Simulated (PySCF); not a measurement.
CH₃BClN, Al₂BH₅N, FH₂Si, H₅NOSi₂ and others (calculated)

Computed with PySCF 2.14.0. Calculation on a computer-drawn molecule: the log of a Hartree-Fock and frozen-core CCSD(T) single point meant for a local Hartree-Fock minimum, with one planted fault or none, to be diagnosed. Offsets are logged minus clean, where the clean run is the same molecule without the fault. The reference is restricted for singlets and unrestricted otherwise, and also for a bond in bohr or an excited solution. Adding or removing an electron swaps singlet and doublet. The excited solution moves the top pair (singlet) or top alpha electron (doublet) to the lowest empty orbital. Highest occupied and lowest empty are orbital energies over both spins, largest force is the largest gradient component, triples share is (T) over the correlation energy, the T1 limit is 0.02 restricted and 0.045 unrestricted, electrons count all cores, a negative frequency is imaginary (commonest isotopes), and the dipole is about the centre of nuclear charge.

Common to all runs: logged SCF converged yes; possible faults no fault, one electron removed, one electron added, multiplicity raised by two, geometry at a saddle point, SCF held on an excited solution, minimal basis STO-3G, one bond length entered in bohr, all coordinates scaled.

(1) CH₃BClN

Logged structure:
```xyz
7
CH3BClN
C     -2.5915    -0.3570     2.1729
N     -2.6729    -1.6177     2.8060
B     -2.7432    -2.7076     3.3534
Cl    -2.8417    -4.2352     4.1205
H     -3.4411    -0.2016     1.5055
H     -1.6778    -0.2775     1.5812
H     -2.5884     0.4484     2.9096
```

* meant charge: 0
* meant multiplicity: 1
* meant basis: cc-pV(D+d)Z
* logged electrons: 38
* logged basis functions: 80
* logged spin squared: 0
* logged highest occupied: -2.0124 eV
* logged lowest empty: -4.1724 eV
* logged largest force: 0.29699 hartree/bohr
* logged CC converged: no
* logged dipole magnitude: 6.8829 debye
* logged SCF stable within its kind: no
* logged energy HF: -577.63866 hartree
* planted fault: SCF held on an excited solution
* HF energy offset from clean run: 416.8 kcal/mol

Drawn bonds:
```csv
atom,other atom,order
1,2,1
2,3,2
3,4,1
1,5,1
1,6,1
1,7,1
```

Notes: CCSD not converged.

(2) Al₂BH₅N

Logged structure:
```xyz
9
Al2BH5N
N     -0.1245    -1.9909    -0.8141
B     -1.1932    -1.3301    -0.2119
Al    -1.0538     0.2271     1.2788
Al    -1.1960     0.5334     3.8303
H      0.8366    -1.8257    -0.6012
H     -0.2535    -2.6923    -1.5154
H     -2.2960    -1.6488    -0.5941
H      0.1222     0.6069     4.7168
H     -2.5725     0.8743     4.5478
```

- meant charge: 0
- meant multiplicity: 2
- meant basis: cc-pV(D+d)Z
- logged electrons: 42
- logged basis functions: 99
- logged spin squared: 0
- logged highest occupied: -13.997 eV
- logged lowest empty: -5.388 eV
- logged largest force: 0.03084 hartree/bohr
- logged T1 diagnostic: 0.018838
- logged D1 diagnostic: 0.061649
- logged triples share: 0.028785
- logged CC converged: yes
- logged dipole magnitude: 2.4068 debye
- logged SCF stable within its kind: yes
- logged energy HF: -565.65126 hartree
- logged energy CCSD(T): -566.07307 hartree
- planted fault: one electron removed
- HF energy offset from clean run: 138.3 kcal/mol
- CCSD(T) energy offset from clean run: 144.1 kcal/mol

Drawn bonds:
```csv
atom,other atom,order
1,2,1
2,3,1
3,4,1
1,5,1
1,6,1
2,7,1
4,8,1
4,9,1
```

(3) FH₂Si

Logged structure:
```xyz
4
FH2Si
F     -0.4670     1.0251     0.6251
Si     0.8621     0.9942     1.4253
H      1.2307    -0.2919     1.9930
H      1.5801     2.2550     1.5114
```

- meant charge: 1
- meant multiplicity: 1
- meant basis: cc-pV(D+d)Z
- logged electrons: 24
- logged basis functions: 47
- logged spin squared: 2.0268
- logged highest occupied: -15.051 eV
- logged lowest empty: -12.093 eV
- logged largest force: 0.040438 hartree/bohr
- logged T1 diagnostic: 0.035125
- logged D1 diagnostic: 0.15111
- logged triples share: 0.02543
- logged CC converged: yes
- logged dipole magnitude: 5.1699 debye
- logged SCF stable within its kind: yes
- logged energy HF: -389.03301 hartree
- logged energy CCSD(T): -389.33216 hartree
- planted fault: multiplicity raised by two
- HF energy offset from clean run: 144.1 kcal/mol
- CCSD(T) energy offset from clean run: 139.8 kcal/mol

Drawn bonds:
```csv
atom,other atom,order
1,2,1
2,3,1
2,4,1
```

(4) H₅NOSi₂

Logged structure:
```xyz
9
H5NOSi2
N      0.8998    -0.1251     1.5195
Si     0.8223     0.5235    -0.0563
O      0.6997    -0.6151    -1.2596
Si    -0.1087    -1.2074    -2.5651
H      0.0757    -0.5017     1.9493
H      1.7109    -0.6387     1.8099
H      2.0696     1.2648    -0.3102
H     -0.3691     1.3906    -0.1322
H     -1.2812    -0.2177    -2.5830
```

- meant charge: 0
- meant multiplicity: 1
- meant basis: cc-pV(D+d)Z
- logged electrons: 48
- logged basis functions: 99
- logged spin squared: 0
- logged highest occupied: -8.7838 eV
- logged lowest empty: 1.3194 eV
- logged largest force: 2.515e-05 hartree/bohr
- logged lowest frequency: 40.08 cm⁻¹
- logged T1 diagnostic: 0.014633
- logged D1 diagnostic: 0.046374
- logged triples share: 0.024554
- logged CC converged: yes
- logged dipole magnitude: 1.4354 debye
- logged SCF stable within its kind: yes
- logged energy HF: -710.16914 hartree
- logged energy CCSD(T): -710.76508 hartree
- planted fault: no fault
- HF energy offset from clean run: 0 kcal/mol
- CCSD(T) energy offset from clean run: 0 kcal/mol

Drawn bonds:
```csv
atom,other atom,order
1,2,1
2,3,1
3,4,1
1,5,1
1,6,1
2,7,1
2,8,1
4,9,1
```

(5) AlF₂H₂O

Logged structure:
```xyz
6
AlF2H2O
O      1.3295    -0.8129     2.1722
Al     0.6386     0.6723     1.5368
F      1.0277     0.8362    -0.1098
F     -1.0580     0.5909     1.6115
H      1.0447    -1.6231     1.7904
H      1.1871     1.9377     2.3751
```

* meant charge: -1
* meant multiplicity: 1
* meant basis: aug-cc-pV(D+d)Z
* logged electrons: 42
* logged basis functions: 119
* logged spin squared: 2.0009
* logged highest occupied: 0.43779 eV
* logged lowest empty: -0.1142 eV
* logged largest force: 0.097314 hartree/bohr
* logged dipole magnitude: 9.5846 debye
* logged SCF stable within its kind: yes
* logged energy HF: -516.92294 hartree
* planted fault: multiplicity raised by two
* HF energy offset from clean run: 132.6 kcal/mol

Drawn bonds:
```csv
atom,other atom,order
1,2,1
2,3,1
2,4,1
1,5,1
2,6,1
```

Notes: coupled-cluster numbers left out as unreliable; highest electron not bound in this basis.

(6) CH₄B₂F

Logged structure:
```xyz
8
CH4B2F
C     -2.6011    -0.6319    -0.3289
B     -1.9973     0.6396     0.3060
B      1.0416     1.6579    -0.6573
F      2.1533     2.0369    -1.0002
H     -3.3479    -1.0882     0.3216
H     -3.1471    -0.2631    -1.2163
H     -1.8925    -1.3813    -0.6809
H     -2.4875     1.3918     1.0842
```

* meant charge: 1
* meant multiplicity: 1
* meant basis: cc-pVDZ
* logged electrons: 28
* logged basis functions: 76
* logged spin squared: 0
* logged highest occupied: -15.897 eV
* logged lowest empty: -5.3058 eV
* logged largest force: 0.049736 hartree/bohr
* logged T1 diagnostic: 0.016325
* logged D1 diagnostic: 0.037592
* logged triples share: 0.025122
* logged CC converged: yes
* logged dipole magnitude: 5.7194 debye
* logged SCF stable within its kind: yes
* logged energy HF: -188.6646 hartree
* logged energy CCSD(T): -189.17469 hartree
* planted fault: one bond length entered in bohr, row 2 of the drawn bonds
* HF energy offset from clean run: 52.04 kcal/mol
* CCSD(T) energy offset from clean run: 55.26 kcal/mol

Drawn bonds:
```csv
atom,other atom,order
1,2,1
2,3,1
3,4,1
1,5,1
1,6,1
1,7,1
2,8,1
```

(7) B₃H₆Si

Logged structure:
```xyz
10
B3H6Si
B     -1.7124    -0.7677    -0.4233
B     -0.5061     0.1418     0.3061
Si     1.2169    -0.6227     0.9817
B      1.7193    -2.5410     0.8778
H     -1.7372    -0.9423    -1.6138
H     -2.5994    -1.2678     0.2182
H     -0.6658     1.3277     0.4415
H      2.1809     0.3165     1.6013
H      2.7671    -2.9420     1.2996
H      0.9601    -3.3271     0.3812
```

* meant charge: 0
* meant multiplicity: 2
* meant basis: cc-pV(D+d)Z
* logged electrons: 36
* logged basis functions: 95
* logged spin squared: 0
* logged highest occupied: -1.4593 eV
* logged lowest empty: 6.214 eV
* logged largest force: 0.02995 hartree/bohr
* logged T1 diagnostic: 0.021481
* logged D1 diagnostic: 0.079133
* logged triples share: 0.038713
* logged CC converged: yes
* logged dipole magnitude: 1.9349 debye
* logged SCF stable within its kind: yes
* logged energy HF: -366.40185 hartree
* logged energy CCSD(T): -366.85387 hartree
* planted fault: one electron added
* HF energy offset from clean run: -15.25 kcal/mol
* CCSD(T) energy offset from clean run: -45.54 kcal/mol

Drawn bonds:
```csv
atom,other atom,order
1,2,1
2,3,1
3,4,1
1,5,1
1,6,1
2,7,1
3,8,1
4,9,1
4,10,1
```

Notes: T1 above single-reference limit.

(8) B₂ClH₅Si

Logged structure:
```xyz
9
B2ClH5Si
B      1.1526     0.7094    -0.6800
B      0.2939     0.3081     0.6967
Si    -0.6347    -1.4801     1.0059
Cl     0.0950    -2.7048     4.6845
H      0.6135     1.1960    -1.6391
H      2.3360     0.5094    -0.7572
H      0.1666     1.1096     1.5844
H     -0.1963    -2.5723     0.1141
H     -2.0981    -1.3147     0.8673
```

* meant charge: 0
* meant multiplicity: 1
* meant basis: cc-pV(D+d)Z
* logged electrons: 46
* logged basis functions: 99
* logged spin squared: 0.9716
* logged highest occupied: -8.8898 eV
* logged lowest empty: -0.84383 eV
* logged largest force: 0.0040429 hartree/bohr
* logged T1 diagnostic: 0.023416
* logged D1 diagnostic: 0.12818
* logged triples share: 0.022923
* logged CC converged: yes
* logged dipole magnitude: 0.62727 debye
* logged SCF stable within its kind: yes
* logged energy HF: -800.59609 hartree
* logged energy CCSD(T): -801.04009 hartree
* planted fault: one bond length entered in bohr, row 3 of the drawn bonds
* HF energy offset from clean run: 76.67 kcal/mol
* CCSD(T) energy offset from clean run: 91.59 kcal/mol

Drawn bonds:
```csv
atom,other atom,order
1,2,1
2,3,1
3,4,1
1,5,1
1,6,1
2,7,1
3,8,1
3,9,1
```

(9) B₂H₅Si

Logged structure:
```xyz
8
B2H5Si
B     -0.8768    -1.4353    -2.8319
B      0.4295    -1.3912    -1.7765
Si     0.9203     0.1539    -0.6543
H     -0.8033    -1.0148    -3.9570
H     -1.9338    -1.9021    -2.4946
H      1.1770    -2.3328    -1.7117
H      0.0137     1.3028    -0.4441
H      1.8930     0.0349     0.4515
```

* meant charge: 0
* meant multiplicity: 2
* meant basis: cc-pV(D+d)Z
* logged electrons: 28
* logged basis functions: 76
* logged spin squared: 0
* logged highest occupied: -16.814 eV
* logged lowest empty: -6.8529 eV
* logged largest force: 0.038237 hartree/bohr
* logged T1 diagnostic: 0.015127
* logged D1 diagnostic: 0.042252
* logged triples share: 0.02406
* logged CC converged: yes
* logged dipole magnitude: 3.0433 debye
* logged SCF stable within its kind: yes
* logged energy HF: -340.8486 hartree
* logged energy CCSD(T): -341.14066 hartree
* planted fault: one electron removed
* HF energy offset from clean run: 175.1 kcal/mol
* CCSD(T) energy offset from clean run: 187 kcal/mol

Drawn bonds:
```csv
atom,other atom,order
1,2,1
2,3,1
1,4,1
1,5,1
2,6,1
3,7,1
3,8,1
```

(10) CH₇NSi₂

Logged structure:
```xyz
11
CH7NSi2
N     -2.0444    -1.5401    -1.4604
Si    -0.9440    -1.4072    -0.1924
C      0.3009    -0.2735    -0.0220
Si     1.4423    -0.2333     1.4191
H     -2.7579    -2.2404    -1.4935
H     -2.0561    -0.9331    -2.2561
H     -1.2313    -2.4619     0.7879
H      0.4410     0.4741    -0.8003
H      1.3808     1.0476     2.1736
H      1.0902    -1.3268     2.3647
H      2.8685    -0.4149     1.0363
```

- meant charge: 0
- meant multiplicity: 1
- meant basis: cc-pV(D+d)Z
- logged electrons: 47
- logged basis functions: 109
- logged spin squared: 0.7608
- logged highest occupied: -16.178 eV
- logged lowest empty: -5.6035 eV
- logged largest force: 0.078398 hartree/bohr
- logged T1 diagnostic: 0.020952
- logged D1 diagnostic: 0.11163
- logged triples share: 0.027665
- logged CC converged: yes
- logged dipole magnitude: 4.437 debye
- logged SCF stable within its kind: yes
- logged energy HF: -674.00806 hartree
- logged energy CCSD(T): -674.54796 hartree
- planted fault: one electron removed
- HF energy offset from clean run: 154.1 kcal/mol
- CCSD(T) energy offset from clean run: 178.1 kcal/mol

Drawn bonds:
```csv
atom,other atom,order
1,2,1
2,3,2
3,4,1
1,5,1
1,6,1
2,7,1
3,8,1
4,9,1
4,10,1
4,11,1
```
